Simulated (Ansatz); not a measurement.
`C#C[SiH](O)F` → `C#C` + `O[Si]F` at 600 K and 1 bar (silylene formation by 1,1-elimination).

Gas-phase electronic energies from Ansatz, PBE0-D4/def2-TZVP geometries. CCSD(T)/CBS is the MP2 limit (def2-TZVPP, def2-QZVPP) plus CCSD(T) − MP2 in def2-TZVPP, frozen cores. This one scheme is used for every species. Each species was taken in one conformer, which may not be the lowest.

```tsv
species	CCSD(T)/CBS energy (Eh)	H − E (kJ/mol)	S (J/(mol·K))
`C#C[SiH](O)F`	-542.02392	174.3	408.0
`C#C`	-77.22717	96.2	235.4
`O[Si]F`	-464.72778	73.4	309.1
```

H − E and S are ideal-gas, rigid-rotor, harmonic terms from PBE0-D4/def2-TZVP, for one conformer and one mirror image of each species. 1 Eh = 2625.50 kJ/mol, R = 8.31446 J/(mol·K).

**Question.** By hand: ΔE, ΔH, ΔS and ΔG.

**Answer.** ΔE = (-77.22717) + (-464.72778) − (-542.02392) = 0.06897 Eh = 181.1 kJ/mol. Δ(H − E) = 96.2 + 73.4 − 174.3 = -4.7, so ΔH = 176.4 kJ/mol. ΔS = 235.4 + 309.1 − 408.0 = 136.5 J/(mol·K). ΔG = 176.4 − 600 × (136.5)/1000 = 94.5 kJ/mol.

**Question.** By hand: the equilibrium constant, and the temperature at which ΔG would vanish if ΔH and ΔS stayed fixed.

**Answer.** log₁₀ K = −ΔG/(RT ln 10) = -8.2. ΔG = 0 at ΔH/ΔS = 1292 K.

The number of gas molecules changes by +1, which sets the sign of ΔS. A doubt of 5 kJ/mol in ΔE shifts log₁₀ K by 0.4 here. Other conformers and mirror images would add mixing entropy, several J/(mol·K) or more a flexible species. These are equilibria of isolated gas molecules and say nothing of rates. Largest T1 diagnostic: 0.015 (customary marks: 0.02 for closed shells, 0.045 for open ones).
